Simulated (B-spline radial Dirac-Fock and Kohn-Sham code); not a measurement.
# Radiative decay of the 2p1/2 hole in Tc³⁺

System: Tc³⁺, [Kr] 4d4.

Input of the calculation (task.json; shells as n, l, electrons):

```json
{"items": [{
  "Z": 43,
  "q": 3,
  "cfg": [[1, 0, 2], [2, 0, 2], [2, 1, 6], [3, 0, 2], [3, 1, 6], [3, 2, 10], [4, 0, 2], [4, 1, 6], [4, 2, 4]],
  "A": 97,
  "rrms": 4.4112,
  "do": ["binding", "quiet", "decay"],
  "holes": ["K", "L1", "L2", "L3", "M1", "M2", "M3", "M4", "M5", "N1", "N2", "N3"]
}]}
```

Launch: `python xray_run.py task.json out`

Level of theory: a relativistic independent-particle model: LDA orbitals of the hole state, radiative multipoles to third order, Auger rates from the Coulomb interaction with a continuum orbital, Dirac-Fock energies; an atomic code on a B-spline grid.

```
line  multipole  energy (eV)  rate (s⁻¹)  share (%)
  Lη         E1       2247.5    3.06e+12       2.67
 Lβ1         E1       2538.5    1.06e+14       93.0
 Lγ5         E1       2722.9    5.86e+11      0.512
 Lγ1         E1       2800.2    4.36e+12       3.81
```

The listed lines hold 100.0 % of the radiative rate. The radiative width is 0.0753 eV in the length form and 0.0770 eV in the velocity form; the two differ because the transition energies are not eigenvalue differences of the potential that gave the orbitals.
